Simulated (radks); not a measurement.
Q: S, 16 electrons, occupied as [Ne] 3s2 3p4. Method: scalar-relativistic Kohn-Sham, PBE, spin-polarised, spherical densities, point nucleus; open shells are filled with parallel spins first; computed with a radial shooting solver on a logarithmic mesh with Libxc functionals. Some entries of the table are withheld. Estimate them.

orbital,occ.,eigenvalue (Ry),r(max) (bohr)
1s up,1,-176.8275,0.06330
1s down,1,-176.8086,0.06329
2s up,1,-15.55572,(1)
2s down,1,-15.53759,(2)
2p up,3,(3),0.3257
2p down,3,(4),0.3260
3s up,1,-1.32307,1.413
3s down,1,-1.18537,1.410
3p up,3,-0.56516,1.601
3p down,1,-0.43931,1.611

A: 
(1) 2s up r(max) (bohr): 0.3882
(2) 2s down r(max) (bohr): 0.3883
(3) 2p up eigenvalue (Ry): -11.50188
(4) 2p down eigenvalue (Ry): -11.47653
